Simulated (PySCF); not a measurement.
## [CuH9N3]+: core ionisation energies

Species: [Cu(NH3)3]+ (charge +1 and singlet state).
Geometry (PBE0-D3(BJ)/def2-SVP, Å), atoms numbered from 1 in this order:
```
atom  x, y, z in Å
Cu1    0.049   -0.072    0.000
N2     2.085    0.009   -0.031
H3     2.535   -0.906   -0.094
H4     2.476    0.450    0.804
H5     2.448    0.548   -0.820
N6    -0.976    1.733    0.007
H7    -1.552    1.856    0.842
H8    -1.619    1.829   -0.782
H9    -0.374    2.557   -0.031
N10   -1.096   -1.761    0.028
H11   -2.102   -1.586    0.035
H12   -0.914   -2.346    0.846
H13   -0.929   -2.364   -0.780
```

Theory: PySCF 2.14.0, delta-SCF UKS SCAN, pcX-2 on the ionised atom (unc-x2c-TZVPall on a metal), pcseg-1 elsewhere, spin-free X2C. Each binding energy is the total energy of the core-ionised species, with the hole localised on one atom, minus that of the ground state; both are solved self-consistently, so orbital relaxation is included.

List the computed XPS lines with their assignment.

```
atom(s)                    environment  level  binding energy (eV)  count
 N2/N10  nitrogen bonded to Cu and 3 H   N 1s               410.75      2
```

Which photon energy gives electrons from N 1s of N2 (atom 2)/N10 a kinetic energy of 100 eV, and what is their de Broglie wavelength?

hν = 410.75 + 100 = 510.75 eV, recoil neglected; λ = 12.264 Å/√(E/eV) = 1.23 Å.

Which photon wavelength matches the N 1s of N2/N10 threshold?

λ = hc/E = 12398.42 eV Å / 410.75 eV = 30.185 Å.

Topologically equivalent atoms share the value of their first member; where this conformer doesn't relate them by symmetry, their own values could differ. The list is incomplete; no value stands for N 1s of N6. No level of copper is listed. The species carries charge +1, so core ionisation leaves charge +2. Geometry: PBE0-D3(BJ)/def2-SVP; no solvent, vibrations or thermal averaging. Metal 2p energies of this one-determinant scheme are less reliable than its 1s energies.
